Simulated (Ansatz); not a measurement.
A made-up structure of LiBH$_{2}$Se, singlet:

Li1  (0.072, -0.020, 1.282)
Se2  (0.644, -1.522, -0.402)
B3  (-0.067, 0.116, -0.336)
H4  (-0.242, 0.433, -1.092)
H5  (-0.406, 0.994, 0.548)
(Å)

It is relaxed with PBE-D4/def2-SVP and then PBE0-D4/def2-TZVP (Ansatz 0.2.0). Atoms count as bonded within 1.22 times the sum of their covalent radii (H–H: 0.88 Å). The end point is not checked to be a true minimum.

Task: Does its bonding change? (A judgement: the text doesn't fix the answer.)

Result: Computed: No: no bond forms or breaks.

Where it ends: The first stage lowers the energy by 5.07 eV in 7 steps. It ends as LiBH₂Se ([H]1[Li]2[Se][BH]12):
```xyz
5
angstrom
Li 0.1994 -0.2683 1.6807
Se 0.6501 -1.5102 -0.1730
B -0.1037 0.1854 -0.4664
H -0.3639 0.6626 -1.5281
H -0.3819 0.9304 0.4868
```

Labels in which every atom is bracketed show which atoms are joined, not bond orders.

For scale, one of the runs: PBE0-D4/def2-TZVP relaxation, 105 basis functions, launched by `ansatz run in.yaml --threads 2 --pin off --events-out ev --progress --plain --max-ram 4352MiB`. The run took about 12 s on 2 CPU threads of an Arm Neoverse V1 (shared host).
